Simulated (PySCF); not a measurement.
C3H9NSi2, SMILES CC1=C[SiH2]N[SiH2]1. Geometry: PBE-D3(BJ)/def2-SVP. The structure was generated by enumeration, and PubChem lists no compound with its InChIKey, so it may never have been made.

Calculation: PySCF with PBE-D3(BJ)/def2-SVP.

Harmonic wavenumbers (cm⁻¹): 124, 139, 181, 265, 279, 323, 390, 423, 571, 573, 624, 649, 664, 685, 711, 785, 820, 858, 906, 955, 964, 984, 1001, 1068, 1091, 1215, 1331, 1396, 1400, 1581, 2115, 2118, 2125, 2135, 2951, 3025, 3048, 3054, 3563. Rotational constants (GHz): 3.545, 2.015, 1.335; symmetry number 1.

Q: Work out the zero-point energy and the ideal-gas rigid-rotor harmonic-oscillator thermochemistry at 298.15 K and 1 atm.

A: ZPE = ½ Σ hcν = ½ × 47089 cm⁻¹ = 281.66 kJ/mol. H − E(el) = 305.69 kJ/mol. Entropy in J/(mol K): translation 167.95, rotation 116.79, vibration 77.99, total 362.73. G − E(el) = 197.54 kJ/mol. Cp = 140.16 J/(mol K). Modes under 150 cm⁻¹ make the vibrational entropy uncertain.
